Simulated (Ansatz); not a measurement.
trisilylamine (H9NSi3), SMILES [SiH3]N([SiH3])[SiH3]. Atoms are numbered in the order given.

```xyz
13

Si     0.2914     1.6625     0.4998
N      0.0117     0.0160    -0.0637
Si    -1.6282    -0.5186    -0.4265
Si     1.3283    -1.1552    -0.0276
H     -0.6916     2.5705    -0.1549
H      0.1322     1.7934     1.9801
H      1.6814     2.0652     0.1457
H     -2.3943     0.6245    -0.9975
H     -1.5654    -1.6385    -1.4068
H     -2.3521    -1.0031     0.7879
H      1.4652    -1.8184     1.3047
H      1.0648    -2.2097    -1.0464
H      2.6077    -0.4540    -0.3297
```
Charge 0, spin multiplicity 1.

Geometry: B3LYP-D3(BJ)/def2-SVP.

Two levels are set side by side: PBE-D3(BJ)/def2-SVP (Ansatz, an electronic-structure program) and B3LYP-D3(BJ)/def2-SVP (Ansatz). Each level has its own optimised geometry; the coordinates shown are those of the second. Differences are taken from unrounded values.

| quantity | B3LYP-D3(BJ) | PBE-D3(BJ) | PBE-D3(BJ) minus B3LYP-D3(BJ) |
|---|---|---|---|
| mean bond length (Å) | 1.559 | 1.572 | 0.012 |
| bond Si1–N2 (Å) | 1.763 | 1.771 | 0.009 |
| bond N2–Si3 (Å) | 1.763 | 1.771 | 0.009 |
| bond N2–Si4 (Å) | 1.763 | 1.771 | 0.009 |
| bond Si1–H5 (Å) | 1.490 | 1.504 | 0.014 |
| bond Si1–H6 (Å) | 1.495 | 1.508 | 0.014 |
| bond Si1–H7 (Å) | 1.490 | 1.504 | 0.014 |
| bond Si3–H8 (Å) | 1.490 | 1.504 | 0.014 |
| bond Si3–H9 (Å) | 1.490 | 1.504 | 0.014 |
| bond Si3–H10 (Å) | 1.495 | 1.508 | 0.014 |
| bond Si4–H11 (Å) | 1.495 | 1.508 | 0.014 |
| bond Si4–H12 (Å) | 1.490 | 1.504 | 0.014 |
| bond Si4–H13 (Å) | 1.490 | 1.504 | 0.014 |

Exact exchange shortens and stiffens bonds; PBE has none. Differences between two approximate levels are no errors against the true value.
